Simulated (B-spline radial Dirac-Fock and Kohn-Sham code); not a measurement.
# The Mα1 (M5-N7) line from Yb to Au

These are calculated numbers from an atomic code on a B-spline grid; the model is multi-electron Dirac-Fock with separately optimised hole states, Breit and Lamb-shift corrections added in first order. Free neutral atoms. Electron correlation is not included.

```
 Z  element  energy (eV)  wavelength (Å)
70       Yb       1522.5          8.1433
71       Lu       1584.5          7.8250
72       Hf       1647.7          7.5247
73       Ta       1712.2          7.2413
74        W       1777.9          6.9735
75       Re       1844.9          6.7204
76       Os       1913.1          6.4807
77       Ir       1982.5          6.2538
79       Au       2125.0          5.8345
```

Question: How well does Moseley's law, √E linear in Z, describe these energies?

Answer: A straight-line fit gives √(E/eV) = 0.7866·(Z − 20.40). The slope squared is 0.0455 Ry, against 0.0486 Ry for a hydrogen-like ion. The residuals, fit less computed, are Yb 0.0, Lu 0.0, Hf 0.0, Ta 0.0, W 0.0, Re 0.0, Os 0.0, Ir 0.0, Au +0.1 eV.
